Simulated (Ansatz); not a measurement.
ClH₃SSi₂ (`Cl[SiH]1[SiH2]S1`), relaxed with RKS PBE0-D4/def2-TZVP in Ansatz from a PBE-D4/def2-SVP geometry. The force threshold is 0.005 eV/Å; the program also tests the step.

Charge 0, multiplicity 1.

Start:

```xyz
7

Cl   -1.428    0.962   -2.161
Si   -1.030    0.102   -0.311
Si    1.062    0.055    0.546
S     0.113   -1.733   -0.321
H    -2.307    0.064    0.466
H     2.228    0.590   -0.232
H     1.362   -0.041    2.013
```

```json
{"step": "1", "energy (eV)": "-39151.2090", "largest force (eV/Å)": "0.661", "largest move (Å)": "0.000"}
{"step": "2", "energy (eV)": "-39151.2454", "largest force (eV/Å)": "0.205", "largest move (Å)": "0.036"}
{"step": "3", "energy (eV)": "-39151.2476", "largest force (eV/Å)": "0.025", "largest move (Å)": "0.017"}
{"step": "4", "energy (eV)": "-39151.2477", "largest force (eV/Å)": "0.003", "largest move (Å)": "0.004"}
```

End:

```xyz
7

Cl   -1.420    0.944   -2.132
Si   -1.018    0.103   -0.310
Si    1.051    0.054    0.541
S     0.115   -1.700   -0.319
H    -2.279    0.065    0.457
H     2.206    0.577   -0.226
H     1.345   -0.042    1.990
```

It took 36 s on 2 threads of an Arm Neoverse N1 on a shared host, with 0.44 GiB of host memory at the peak.
